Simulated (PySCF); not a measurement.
**C₆ coefficients of unlike pairs at M06-L**

Calculated with PySCF 2.14 from the dipole response of each species, C₆(A,B) = (3/π) ∫ α_A(iu) α_B(iu) du, in atomic units, from isotropic polarisabilities. For ions this is the dispersion term alone; charge-induced terms of lower order in 1/R come first.

```tsv
species	configuration	basis	relativity	α (bohr³)	C₆ (like pair)
Kr(3+)	[Ar] 3d10 4s2 4p3 (4S)	aug-cc-pVTZ-PP with ECP10MDF (6s5p4d2f)	core potential	5.387	21.08
Xe	[Xe] (1S)	aug-cc-pV5Z-PP with ECP28MDF (8s8p6d4f3g2h)	core potential	29.43	324.1
Ar(3+)	[Ne] 3s2 3p3 (4S)	aug-cc-pwCVDZ (6s5p3d)	none	3.478	9.480
Si	[Ne] 3s2 3p2 (3P)	aug-cc-pV(T+d)Z (6s5p4d2f)	none	40.28	336.6
```

Estimate C₆ for Xe with Kr(3+).

The integral gives 79.34. The combination rule 2 C_A C_B / (C_A α_B/α_A + C_B α_A/α_B) gives 78.31 and the geometric mean 82.65.

No spin-orbit coupling is included.

The other pairs:

```json
{"pair": "Si, Xe", "C₆": "317.7"}
{"pair": "Ar(3+), Kr(3+)", "C₆": "14.12"}
{"pair": "Si, Ar(3+)", "C₆": "47.16"}
{"pair": "Ar(3+), Xe", "C₆": "52.57"}
{"pair": "Si, Kr(3+)", "C₆": "71.86"}
```
